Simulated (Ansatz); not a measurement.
Total energies of Li₇Sn₂ (the lowest doublet isomer of a short search) from Ansatz at PBE0-D4/def2-TZVP, gas phase (1 Eh = 27.2114 eV = 2625.5 kJ/mol). The reference geometry is relaxed at B3LYP-D4/def2-SVP.

```xyz
9

Li    2.343    1.644    0.605
Li   -2.255   -0.435    1.812
Li   -0.612    1.450    0.138
Li   -0.790   -0.016   -3.027
Li    0.637   -2.449   -1.781
Li    0.102    1.569    3.111
Li    0.657   -0.750    1.199
Sn    1.349    0.119   -1.395
Sn   -1.430   -1.132   -0.663
```

```tsv
state	geometry	energy (Eh)
charge 0 doublet	reference	-481.28361
charge 1 singlet	reference	-481.11335
charge 0 quartet	relaxed at B3LYP-D4/def2-SVP	-481.25511
free Li atom (doublet)	–	-7.46705
free Sn atom (triplet)	–	-214.25870
```

In the def2 sets Sn takes a core potential; there is no spin–orbit coupling.

Q: Work out the vertical ionisation energy to the singlet.

A: E(charge 1 singlet) − E(charge 0 doublet) = -481.11335 − (-481.28361) = 0.17026 Eh = 4.63 eV. For comparison, −ε of the highest occupied level of the spin that leaves is 3.49 eV at this level, 1.14 eV less.

Q: Which of the charge 0 states is lowest, and how far above it are the others?

A: The doublet. quartet: -481.25511 − (-481.28361) = 0.02850 Eh = 74.8 kJ/mol. The quartet differs in its bonds from the reference.

Q: What is the binding energy per atom against free atoms?

A: Atoms: 7 × (-7.46705) + 2 × (-214.25870) = -480.78675 Eh. Binding: -480.78675 − (-481.28361) = 0.49686 Eh = 13.52 eV, or 1.50 eV for each of 9 atoms (no zero-point energy, no counterpoise term).

A triplet lies near this restricted singlet, and broken spin symmetry wasn't tried. 

The structure comes from a short search, and lower isomers may exist.
